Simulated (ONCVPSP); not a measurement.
**Before and after: ONCV potential for boron**

```json
{
  "Element": "B (Z = 5)",
  "Generator": "ONCVPSP 4.0.1",
  "Type": "optimised norm-conserving Vanderbilt (ONCV)",
  "Functional": "PW91",
  "Relativity": "scalar-relativistic",
  "Frozen core": "[He]",
  "Valence charge": "3",
  "Reference configuration": "2s2 2p0.5 (charge +0.5)",
  "Partial waves": "2s: rc 1.05 bohr, ncon 5, nbas 9, qcut 5.6 1/bohr, local; 2p: rc 3.60 bohr, ncon 4, nbas 8, qcut 3.9 1/bohr, 2 projectors, debl 3.1 Ha; d scattering state at 0.41 Ha: rc 3.55 bohr, ncon 3, nbas 6, qcut 2.3 1/bohr, 2 projectors, debl 3.8 Ha",
  "Local potential": "the s channel",
  "Core correction": "Teter function fitted to the true core (icmod 2), fcfact 0.2"
}
```

All-electron outer shells of the reference configuration (PW91, scalar-relativistic, ld1.x):

```
shell  level (eV)  outermost node (bohr)  outermost maximum (bohr)
   1s     -186.74                      –                      0.21
   2s      -14.18                   0.46                      1.48
   2p       -8.14                      –                      1.48
```

Change: p: rc 2.84.

Cutoffs: the cutoffs (Ha) at which the residual kinetic energy of the hardest occupied pseudo-wave falls to 1 and 0.1 mHa per electron; they do not see the model core or the augmentation charge, which bear on the density cutoff. Errors are all-electron minus pseudo energies relative to the spin-unpolarised reference configuration.

What does the change do?

The potential gets neither clearly harder nor softer (86 Ha and 191 Ha → 86 Ha and 191 Ha); the s channel sets the loose cutoff, while the largest relative change is in p, which becomes harder; of the 4 tests that both files solve, the error grows in 2 and shrinks in 2 by more than 15 % and 0.3 meV (median size 34.4 → 26.0 meV); neither file shows a bound ghost.

```csv
quantity,base,changed
"cutoff, loose",86 Ha,86 Ha
"cutoff, tight",191 Ha,191 Ha
loose cutoff by channel,"s 86 Ha, p 4.9 Ha","s 86 Ha, p 6.0 Ha"
bound ghosts,none,none
GHOST(+) flags under 300 eV,"p at 85.1 eV, d at 109.1 eV",d at 109.1 eV
"error for 2s2 2p1, meV [ΔE -2.91 eV]",+1.8,+14
"error for 2s2 2p0, meV [ΔE 5.36 eV]",+67,+38
"error for 2s1 2p0, meV [ΔE 30.82 eV]",+297,+191
"error for 2s0 2p3, meV [ΔE 8.81 eV]",+1.4,-2.3
s: phases at 1.06 bohr within 0.05 rad from the reference energy up to (Ha; the scan ends near 5),2.5,2.5
d: phases at 3.61 bohr within 0.05 rad from the reference energy up to (Ha; the scan ends near 5),0.8,0.8
"rms error of d²Exc/dni dnj with the model core, mHa",2.03,2.61
```
